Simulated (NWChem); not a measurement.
System: C₃H₅NSi; SMILES C1=C[SiH2]C=N1

Here is an NWChem input.

```
start job
memory heap 200 mb stack 900 mb global 1100 mb
geometry units angstroms noautoz
  C     -0.724213     1.268538     0.000000
  C     -1.325390     0.061617     0.000000
  Si     0.051203    -1.193201     0.000000
  C      1.300089     0.247185     0.000000
  N      0.696526     1.379133     0.000000
  H     -1.258941     2.224478     0.000000
  H     -2.411110    -0.043981     0.000000
  H      0.132543    -2.055744     1.217131
  H      0.132543    -2.055744    -1.217131
  H      2.398971     0.241587     0.000000
end
basis spherical
  * library def2-svp
end
dft
  xc becke88 lyp
  iterations 150
  mulliken
end
task dft energy
```

Output (shortened):

```
             Northwest Computational Chemistry Package (NWChem) 7.3.0
             --------------------------------------------------------

 CS  symmetry detected

                             Geometry "geometry" -> ""
                             -------------------------

 Output coordinates in angstroms (scale by  1.889725989 to convert to a.u.)

  No.       Tag          Charge          X              Y              Z
 ---- ---------------- ---------- -------------- -------------- --------------
    1 C                    6.0000    -0.75972392     1.23206317     0.00000000
    2 C                    6.0000    -1.32815799     0.00937972     0.00000000
    3 Si                  14.0000     0.08175043    -1.20788556     0.00000000
    4 C                    6.0000     1.29136674     0.26563282     0.00000000
    5 N                    7.0000     0.65751874     1.38090466     0.00000000
    6 H                    1.0000    -1.32001879     2.17324592     0.00000000
    7 H                    1.0000    -2.41063798    -0.12543836     0.00000000
    8 H                    1.0000     0.18630505    -2.06792332     1.21713100
    9 H                    1.0000     0.18630505    -2.06792332    -1.21713100
   10 H                    1.0000     2.39000052     0.28964999     0.00000000

 Effective nuclear repulsion energy (a.u.)     202.8647936895

      Symmetry information
      --------------------

 Group name             Cs
 Group number              2
 Group order               2
 No. of unique centers     9

                                 NWChem DFT Module
                                 -----------------

 Summary of "ao basis" -> "ao basis" (spherical)
 ------------------------------------------------------------------------------
       Tag                 Description            Shells   Functions and Types
 ---------------- ------------------------------  ------  ---------------------
 C                          def2-svp                 6       14   3s2p1d
 Si                         def2-svp                 8       18   4s3p1d
 N                          def2-svp                 6       14   3s2p1d
 H                          def2-svp                 3        5   2s1p

      Symmetry analysis of basis
      --------------------------

        a'         70
        a"         29

            General Information
            -------------------
          SCF calculation type: DFT
          Wavefunction type:  closed shell.
          No. of atoms     :    10
          No. of electrons :    44
           Alpha electrons :    22
            Beta electrons :    22
          Charge           :     0
          Spin multiplicity:     1
          Use of symmetry is: on ; symmetry adaption is: on
          Maximum number of iterations: 150
          AO basis - number of functions:    99
                     number of shells:    47
          Convergence on energy requested:  1.00D-06
          Convergence on density requested:  1.00D-05
          Convergence on gradient requested:  5.00D-04

              XC Information
              --------------
                    Becke 1988 Exchange Functional  1.000
              Lee-Yang-Parr Correlation Functional  1.000

             Grid Information
             ----------------
          Grid used for XC integration:  medium
          Radial quadrature: Mura-Knowles
          Angular quadrature: Lebedev.
          Tag              B.-S. Rad. Rad. Pts. Rad. Cut. Ang. Pts.
          ---              ---------- --------- --------- ---------
          C                   0.70       49          10.0       434
          Si                  1.10       88          10.0       590
          N                   0.65       49          10.0       434
          H                   0.35       45          12.0       434
          Grid pruning is: on
          Number of quadrature shells:   464
          Spatial weights used:  Erf1

      Superposition of Atomic Density Guess
      -------------------------------------

 Sum of atomic energies:        -458.35355256

      Non-variational initial energy
      ------------------------------

 Total energy =    -461.206553
 1-e energy   =   -1030.804237
 2-e energy   =     366.732890
 HOMO         =      -0.283024
 LUMO         =      -0.082016

      Symmetry analysis of molecular orbitals - initial
      -------------------------------------------------

  Numbering of irreducible representations:

     1 a'          2 a"

  Orbital symmetries:

     1 a'          2 a'          3 a'          4 a'          5 a'
     6 a'          7 a'          8 a"          9 a'         10 a'
    11 a'         12 a'         13 a'         14 a'         15 a'
    16 a"         17 a'         18 a'         19 a"         20 a'
    21 a"         22 a'         23 a"         24 a"         25 a'
    26 a'         27 a'         28 a'         29 a'         30 a"
    31 a'         32 a'

     ---------------------------------------------
      Total Density - Mulliken Population Analysis
     ---------------------------------------------

    Atom       Charge   Shell Charges
 -----------   ------   -------------------------------------------------------
    1 C    6     5.83   1.99  0.96  0.23  1.81  0.78  0.05
    2 C    6     6.49   1.99  0.99  0.34  2.07  1.08  0.02
    3 Si  14    13.43   2.00  1.99  1.01  0.24  5.94  1.13  0.97  0.16
    4 C    6     5.95   1.99  0.98  0.34  1.77  0.83  0.04
    5 N    7     7.48   1.99  1.09  0.54  2.37  1.47  0.03
    6 H    1     0.93   0.68  0.22  0.02
    7 H    1     0.88   0.66  0.20  0.03
    8 H    1     1.04   0.68  0.35  0.01
    9 H    1     1.04   0.68  0.35  0.01
   10 H    1     0.91   0.68  0.21  0.02

   convergence    iter        energy       DeltaE   RMS-Dens  Diis-err
 ---------------- ----- ----------------- --------- --------- ---------
 d= 0,ls=0.0,diis     1   -461.1546889981 -6.64D+02  1.37D-02  5.33D-01
 d= 0,ls=0.0,diis     2   -461.0482179983  1.06D-01  1.03D-02  1.28D+00
 d= 0,ls=0.0,diis     3   -461.1852651296 -1.37D-01  3.58D-03  2.82D-01
 d= 0,ls=0.0,diis     4   -461.2209134788 -3.56D-02  9.39D-04  7.19D-03
 d= 0,ls=0.0,diis     5   -461.2215379369 -6.24D-04  4.94D-04  2.86D-03
  Resetting Diis
 d= 0,ls=0.0,diis     6   -461.2218396047 -3.02D-04  2.31D-04  5.82D-04
 d= 0,ls=0.0,diis     7   -461.2219216506 -8.20D-05  1.90D-04  5.43D-05
 d= 0,ls=0.0,diis     8   -461.2218862424  3.54D-05  1.46D-04  2.91D-04
 d= 0,ls=0.0,diis     9   -461.2219278067 -4.16D-05  2.34D-05  1.06D-05
 d= 0,ls=0.0,diis    10   -461.2219293309 -1.52D-06  3.90D-06  1.13D-07
 d= 0,ls=0.0,diis    11   -461.2219293486 -1.78D-08  5.44D-07  7.81D-10

         Total DFT energy =     -461.221929348648
      One electron energy =    -1034.616260314000
           Coulomb energy =      416.350523639639
    Exchange-Corr. energy =      -45.820986363812
 Nuclear repulsion energy =      202.864793689524

 Numeric. integr. density =       44.000014070440

                  Occupations of the irreducible representations
                  ----------------------------------------------

                     irrep           alpha         beta
                     --------     --------     --------
                     a'               18.0         18.0
                     a"                4.0          4.0

                       DFT Final Molecular Orbital Analysis
                       ------------------------------------

 Vector   20  Occ=2.000000D+00  E=-2.881724D-01  Symmetry=a'
              MO Center= -7.4D-01, -1.9D-01, -4.1D-15, r^2= 3.0D+00
   Bfn.  Coefficient  Atom+Function         Bfn.  Coefficient  Atom+Function
  ----- ------------  ---------------      ----- ------------  ---------------
    19      0.321630   2 C  py               18     -0.246347   2 C  px
    36      0.212580   3 Si px               75     -0.210625   6 H  s
     5     -0.208116   1 C  py               37     -0.183142   3 Si py
    80      0.163572   7 H  s                22      0.149417   2 C  py
    39      0.149728   3 Si px               76     -0.141030   6 H  s

 Vector   21  Occ=2.000000D+00  E=-2.240770D-01  Symmetry=a"
              MO Center= -4.1D-01,  4.7D-01, -9.1D-16, r^2= 2.6D+00
   Bfn.  Coefficient  Atom+Function         Bfn.  Coefficient  Atom+Function
  ----- ------------  ---------------      ----- ------------  ---------------
    20      0.389259   2 C  pz                6      0.315004   1 C  pz
    52     -0.296253   4 C  pz               23      0.278910   2 C  pz
    55     -0.219003   4 C  pz               66      0.203763   5 N  pz
     9      0.192271   1 C  pz               69     -0.135174   5 N  pz
    45      0.047679   3 Si d  1             86     -0.037381   8 H  s

 Vector   22  Occ=2.000000D+00  E=-2.014955D-01  Symmetry=a'
              MO Center=  7.0D-01,  9.5D-01,  6.0D-16, r^2= 2.5D+00
   Bfn.  Coefficient  Atom+Function         Bfn.  Coefficient  Atom+Function
  ----- ------------  ---------------      ----- ------------  ---------------
    65      0.435080   5 N  py               68     -0.300923   5 N  py
    63     -0.260997   5 N  s                51      0.216091   4 C  py
    64      0.210260   5 N  px               62     -0.181693   5 N  s
    95      0.169254  10 H  s                 4      0.158835   1 C  px
    39     -0.155831   3 Si px               67     -0.149941   5 N  px

 Vector   23  Occ=0.000000D+00  E=-9.857879D-02  Symmetry=a"
              MO Center=  2.0D-01,  2.2D-01, -8.8D-17, r^2= 3.3D+00
   Bfn.  Coefficient  Atom+Function         Bfn.  Coefficient  Atom+Function
  ----- ------------  ---------------      ----- ------------  ---------------
    52      0.368720   4 C  pz               55      0.350359   4 C  pz
    23      0.290905   2 C  pz               66      0.280105   5 N  pz
    20      0.278368   2 C  pz                9     -0.264817   1 C  pz
    69     -0.263657   5 N  pz               41      0.261056   3 Si pz
    86     -0.261723   8 H  s                91      0.261723   9 H  s

 Vector   24  Occ=0.000000D+00  E= 7.620340D-03  Symmetry=a'
              MO Center=  8.9D-02, -1.3D+00, -2.2D-15, r^2= 3.8D+00
   Bfn.  Coefficient  Atom+Function         Bfn.  Coefficient  Atom+Function
  ----- ------------  ---------------      ----- ------------  ---------------
    39      1.253123   3 Si px               49     -0.933834   4 C  s
    17      0.795235   2 C  s                96      0.314197  10 H  s
    54      0.311979   4 C  py               22     -0.281940   2 C  py
    76      0.212528   6 H  s                36      0.209083   3 Si px
    40      0.207782   3 Si py               51      0.188978   4 C  py

 Vector   25  Occ=0.000000D+00  E= 1.583788D-02  Symmetry=a"
              MO Center= -2.0D-01,  7.9D-01,  2.7D-15, r^2= 2.7D+00
   Bfn.  Coefficient  Atom+Function         Bfn.  Coefficient  Atom+Function
  ----- ------------  ---------------      ----- ------------  ---------------
     9      0.574367   1 C  pz               69     -0.485283   5 N  pz
    23     -0.446052   2 C  pz                6      0.434791   1 C  pz
    66      0.402988   5 N  pz               55      0.342885   4 C  pz
    20     -0.275137   2 C  pz               52      0.223542   4 C  pz
    45     -0.105608   3 Si d  1             86      0.026381   8 H  s

     ---------------------------------------------
      Total Density - Mulliken Population Analysis
     ---------------------------------------------

    Atom       Charge   Shell Charges
 -----------   ------   -------------------------------------------------------
    1 C    6     5.95   1.99  0.94  0.22  2.07  0.69  0.05
    2 C    6     6.11   1.99  0.93  0.27  2.10  0.81  0.02
    3 Si  14    13.62   2.00  1.98  1.09  0.20  5.92  1.34  0.90  0.20
    4 C    6     6.08   1.99  0.96  0.29  2.05  0.76  0.04
    5 N    7     7.09   1.99  1.07  0.48  2.36  1.17  0.03
    6 H    1     1.01   0.76  0.24  0.02
    7 H    1     1.01   0.75  0.24  0.02
    8 H    1     1.07   0.74  0.32  0.01
    9 H    1     1.07   0.74  0.32  0.01
   10 H    1     0.99   0.75  0.22  0.02

     -------------------------------------------
      Total Density - Lowdin Population Analysis
     -------------------------------------------

    Atom       Charge   Shell Charges
 -----------   ------   -------------------------------------------------------
    1 C    6     5.99   1.96  0.62  0.30  1.86  1.12  0.12
    2 C    6     6.20   1.97  0.63  0.34  1.91  1.29  0.06
    3 Si  14    13.52   2.00  1.93  0.67  0.33  5.81  1.34  1.14  0.31
    4 C    6     6.10   1.97  0.65  0.35  1.86  1.18  0.10
    5 N    7     7.07   1.97  0.81  0.47  2.20  1.55  0.06
    6 H    1     0.98   0.64  0.28  0.07
    7 H    1     0.97   0.62  0.28  0.07
    8 H    1     1.08   0.64  0.42  0.03
    9 H    1     1.08   0.64  0.42  0.03
   10 H    1     0.99   0.64  0.28  0.07

     Multipole analysis of the density
     ---------------------------------

     L   x y z        total         alpha         beta         nuclear
     -   - - -        -----         -----         ----         -------
     0   0 0 0     -0.000000    -22.000000    -22.000000     44.000000

     1   1 0 0     -0.230491     -0.115245     -0.115245      0.000000
     1   0 1 0     -0.500712     -0.250356     -0.250356      0.000000
     1   0 0 1     -0.000000     -0.000000     -0.000000      0.000000

     2   2 0 0    -25.833711    -85.245013    -85.245013    144.656315
     2   1 1 0     -1.834661      1.410966      1.410966     -4.656594
     2   1 0 1     -0.000000     -0.000000     -0.000000      0.000000
     2   0 2 0    -29.383861   -115.897899   -115.897899    202.411936
     2   0 1 1     -0.000000     -0.000000     -0.000000      0.000000
     2   0 0 2    -28.770230    -19.675318    -19.675318     10.580406
```

Level: BLYP/def2-SVP. Coordinates come from a PBE0/def2-SVP optimisation.
